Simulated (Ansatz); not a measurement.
Relaxation of BFH5OP (9 atoms, charge 0, multiplicity 1), to a largest force component of 0.03 eV/Å in at most 50 steps.

Theory: RKS PBE0/6-31G* (Ansatz 0.2.0).

```xyz
9
Properties=species:S:1:pos:R:3
B -0.087 -0.310 0.047
O -0.092 -0.728 1.359
H -0.986 -0.696 1.723
F 1.074 -0.324 -0.584
H -1.070 0.051 -0.532
P -0.010 2.641 1.056
H 0.824 3.431 1.892
H 1.016 2.423 0.098
H 0.257 1.430 1.744
```

Q: Where does it end, and by what steps?

A: The run converged. The force dipped under the threshold on the way, but the program's further checks kept it going. After 49 steps the energy has fallen by 0.336 eV; F4 moved furthest, 2.57 Å.

| step | energy less start (eV) | largest force component (eV/Å) | accepted |
| --- | --- | --- | --- |
| 0 | 0.0000 | 1.010 | yes |
| 2 | -0.0133 | 1.657 | no |
| 4 | -0.1629 | 0.170 | yes |
| 6 | -0.1697 | 0.097 | yes |
| 8 | -0.1729 | 0.142 | yes |
| 10 | -0.1849 | 0.457 | yes |
| 12 | -0.2256 | 0.085 | yes |
| 14 | -0.2403 | 0.450 | no |
| 16 | -0.2529 | 0.218 | yes |
| 18 | -0.2590 | 0.079 | yes |
| 20 | -0.2681 | 0.163 | yes |
| 22 | -0.2804 | 0.244 | yes |
| 24 | -0.2916 | 0.471 | yes |
| 26 | -0.3006 | 0.087 | yes |
| 28 | -0.3072 | 0.284 | yes |
| 30 | -0.3190 | 0.021 | yes |
| 32 | -0.3219 | 0.124 | yes |
| 34 | -0.3244 | 0.056 | yes |
| 36 | -0.3282 | 0.093 | yes |
| 38 | -0.3311 | 0.138 | yes |
| 40 | -0.3325 | 0.309 | no |
| 42 | -0.3333 | 0.287 | no |
| 44 | -0.3348 | 0.032 | yes |
| 46 | -0.3354 | 0.056 | yes |
| 48 | -0.3358 | 0.036 | yes |
| 49 | -0.3359 | 0.025 | yes |

```xyz
9
Properties=species:S:1:pos:R:3
B -0.341 -1.072 -0.327
O -0.017 -0.853 0.959
H 0.104 0.094 1.145
F -0.534 -2.327 -0.717
H -0.464 -0.194 -1.138
P 0.457 2.526 1.614
H -0.611 3.407 1.923
H 1.051 3.388 0.658
H 1.280 2.950 2.687
```

Whether the end is a true minimum wasn't checked by a vibrational analysis.

Time of the run: 78 s on 1 thread of Intel(R) Xeon(R) 6975P-C (Granite Rapids), on a shared host, peak memory 0.18 GiB.
